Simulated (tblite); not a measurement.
Question: Write a Z-matrix for `N1(CCN([Si@@H]1OC)C)C=O` as optimised with GFN2-xTB.

Answer: 
Z-matrix in Å and degrees, rows numbered from 1:
```
C 
O   1  1.4062
Si  2  1.6050  1  128.87
N   3  1.7027  2  109.05  1   179.01
C   4  1.4329  3  128.79  2   -59.31
C   4  1.4435  3  114.92  2   124.75
C   6  1.5330  4  108.21  3     9.09
N   7  1.4398  6  107.32  4   -22.82
C   8  1.3317  3  124.16  2    49.61
O   9  1.2110  8  123.75  3     1.47
H   1  1.0901  2  110.22  3    47.70
H   1  1.0915  2  109.98  3   -72.81
H   1  1.0896  2  107.61  3   167.92
H   3  1.4659  2  113.23  1    47.65
H   5  1.0965  4  111.14  3  -113.54
H   5  1.0852  4  108.72  3     6.43
H   5  1.0945  4  110.87  3   126.03
H   6  1.0990  4  109.75  3  -111.72
H   6  1.0970  4  110.28  3   129.76
H   7  1.0963  6  109.68  4    95.37
H   7  1.0925  6  111.63  4  -144.39
H   9  1.1082  8  114.22  3  -178.23
```

Of the pairs four or more bonds apart, O10···H11 is among the closest relative to their van der Waals radii: 2.32 Å, 85 % of the sum of Bondi's values. The C–O distances run from 1.211 Å (C9=O10, drawn double) to 1.406 Å (C1–O2, drawn single), a spread of 0.195 Å. The N–Si distances run from 1.703 Å (Si3–N4, drawn single) to 1.758 Å (Si3–N8, drawn single), a spread of 0.055 Å. Si3 (oxygen-bound silicon) has angles from 91.2° to 117.0°.

The geometry is computed with GFN2-xTB (gas phase).

Point group: C1 (no symmetry element, even within 0.4 Å). Its GFN2-xTB frequencies are all real (lowest 46 cm⁻¹). The numbers are those of one conformer (C1–O2–Si3–N4 179°, C7–N8–C9–O10 -177°, O2–Si3–N4–C5 -59°, Si3–N4–C6–C7 9°, N4–C6–C7–N8 -23°, C6–C7–N8–C9 -154°). 3 starts were optimised and ended at 0.00, 1.54 and 2.06 kcal/mol (GFN2-xTB); the lowest of these is shown.

Time: 1.6 s wall. Hardware: Arm Neoverse V1, one thread, no GPU (shared host). This is the geometry optimisation.
